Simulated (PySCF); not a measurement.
## Gas-phase XPS of `CSBSC`, computed

Species: C2H7BS2.
Numbering: `[CH3:1][S:2][BH:3][S:4][CH3:5]`

Computed, not measured: PySCF 2.14.0, delta-SCF UKS SCAN, pcX-2 on the ionised atom, pcseg-1 elsewhere, spin-free X2C. Each binding energy is the total energy of the core-ionised species, with the hole localised on one atom, minus that of the ground state; both are solved self-consistently, so orbital relaxation is included.

**Question.** Give the core binding energies atom by atom.

**Answer.** 
```csv
atom(s),environment,level,binding energy (eV),count
C1/C5,S-methyl carbon,C 1s,291.28,2
S2/S4,sulfur bonded to B and C,S 1s,2476.87,2
B3,three-coordinate boron,B 1s,195.67,1
```

**Question.** Which effective nuclear charge Zeff reproduces each element's mean 1s value in the hydrogen-like formula E = 13.606 eV × Zeff²?

**Answer.** B (Z = 5): mean 195.7 eV, Zeff = 3.79, Z − Zeff = 1.21; C (Z = 6): mean 291.3 eV, Zeff = 4.63, Z − Zeff = 1.37; S (Z = 16): mean 2476.9 eV, Zeff = 13.49, Z − Zeff = 2.51. Means run over the listed sites, weighted by atom count.

Topologically equivalent atoms share the value of their first member; where this conformer doesn't relate them by symmetry, their own values could differ. Not every level is listed. The structure is a single PBE0-D3(BJ)/def2-SVP conformer in the gas phase; no vibrational or solvent corrections.

Time: 23 s wall; peak memory 0.49 GiB. Hardware: one thread of an Arm Neoverse V1 (shared host).

Shape of the structure used: `[CH3:1][S:2][BH:3][S:4][CH3:5]`: C1–S2–B3–S4 0°, S2–B3–S4–C5 179°.
